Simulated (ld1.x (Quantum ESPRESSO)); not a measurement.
## Transferability test, ultrasoft potential for Cr

* Element: Cr
* Generator: ld1.x (Quantum ESPRESSO) 7.5
* Type: ultrasoft
* Functional: PBE
* Relativity: fully relativistic
* Frozen core: [Ar]
* Valence charge: 6
* Reference configuration: 3d5.5 4s0.5 4p0
* Partial waves: 4s (bound): rcut 2.15, rcutus 2.90 bohr; 4s channel at 0.25 Ry: rcut 2.15, rcutus 2.90 bohr; 4p (bound, empty): rcut 2.60, rcutus 3.45 bohr; 4p channel at 0.85 Ry: rcut 2.60, rcutus 3.45 bohr; 3d (bound): rcut 1.65, rcutus 2.00 bohr; 3d channel at 2.45 Ry: rcut 1.65, rcutus 2.00 bohr
* Local potential: all-electron potential smoothed inside 1.90 bohr (lloc = -1)
* Core correction: Bessel-smoothed model core inside 1.95 bohr
* Augmentation charge: PSQ, inside the norm-conserving radii

Open shells are filled in proportion to 2j + 1 (rel_dist='average').

Energies are relative to the spin-unpolarised reference configuration 3d5.5 4s0.5 4p0; without spin polarisation the order of configurations can differ from experiment.

```
valence configuration  charge  ΔE all-electron (eV)  error AE − PS (meV)
          3d5 4s1 4p0       0                -0.726                 -8.4
          3d5 4s0 4p0      +1                 6.175                 -5.4
          3d4 4s0 4p0      +2                22.228                 -137
          3d4 4s1 4p0      +1                 7.261                 -115
        3d5 4s0.5 4p0    +0.5                 1.981                 -3.6
```

Q: What are ΔE and the potential's error for 3d3 4s0 4p0?

A: ΔE = 52.976 eV all-electron; the error (AE − PS) is -889 meV.

Q: What are ΔE and the potential's error for 3d2 4s0 4p0?

A: ΔE = 101.335 eV all-electron; the error (AE − PS) is -3003 meV.

Levels in the configuration 3d3 4s0 4p0:

```json
{"level": "3d j=3/2", "all-electron (eV)": "-39.186", "pseudo (eV)": "-40.491"}
{"level": "3d j=5/2", "all-electron (eV)": "-39.076", "pseudo (eV)": "-40.377"}
```
